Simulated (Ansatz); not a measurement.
Gas-phase electronic energies from Ansatz, PBE0-D4/def2-TZVP geometries. CBS: MP2 limit from def2 TZ/QZ plus the TZ coupled-cluster correction, frozen cores. This one scheme is used for every species. Functionals use def2-TZVPP. For Ge outer-core shells are correlated without core-valence functions, which leaves a few kJ/mol of doubt a bond. Scalar relativity is left out up to krypton. Each species was taken in one conformer, which may not be the lowest.

Consider the redistribution: `[F][GeH3]` + `O[SiH2]N[SiH](O)F` → `O[SiH2][GeH2][F]` + `N[SiH](O)F`.

```tsv
species	PBE-D4 energy (Eh)
`[F][GeH3]`	-2178.29906
`O[SiH2]N[SiH](O)F`	-887.41355
`O[SiH2][GeH2][F]`	-2544.09354
`N[SiH](O)F`	-521.60050
```

Q: Work out ΔE.

A: ΔE = (-2544.09354) + (-521.60050) − (-2178.29906) − (-887.41355) = 0.01857 Eh = +48.8 kJ/mol. CCSD(T)/CBS gives +67.5 kJ/mol.

Largest T1 diagnostic among the species: 0.012.

From PBE to PBE0 (25 % exact exchange), in def2-TZVPP and without D4, ΔE moves by +8.1 kJ/mol. In def2-TZVPP, CCSD(T) changes the Hartree–Fock value by −12.8 kJ/mol (the triples alone add −1.3 kJ/mol) and MP2 by −7.7 kJ/mol.
